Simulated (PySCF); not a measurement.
**How methods differ on the excitation energy of O²⁺**

O²⁺ [He] 2s2 2p2 (3P) → O²⁺ [He] 2s1 2p2 3d1 (high-spin determinant), as a difference of total energies. Computed with PySCF 2.14 in x2c-QZVPPall with one added diffuse shell each of s, p, d, f type (8s5p4d3f1g, 73 functions), with the spin-free X2C one-electron Hamiltonian (Gaussian nucleus). Correlated levels: valence: 1s2 frozen; valence and next inner shell: nothing frozen. The calculations carry no spin-orbit coupling.

```tsv
method	excitation energy (eV)
UHF	47.140
LDA	48.266
PBE	48.088
PBE0	48.255
r2SCAN	47.984
revPBE	48.081
wB97M-V	48.759
B2PLYP	49.055
r2SCAN0	48.199
MP2 (valence)	48.800
SCS-MP2 (valence)	49.280
MP2 (valence and next inner shell)	48.814
SCS-MP2 (valence and next inner shell)	49.289
```

Task: How much does correlation contribute at MP2 (valence and next inner shell)?

Result: 48.814 − (47.140) = 1.674 eV, measured against UHF.

A first-order spin-orbit estimate (lowest level to lowest level, LS coupling) adds 0.006 eV.

The promoted electron is Rydberg-like, and one or two diffuse shells describe it only roughly, which tends to raise the upper state.

The determinant of the upper state mixes LS terms, which raises its energy above the lowest term, most at the Hartree-Fock and MP2 levels.
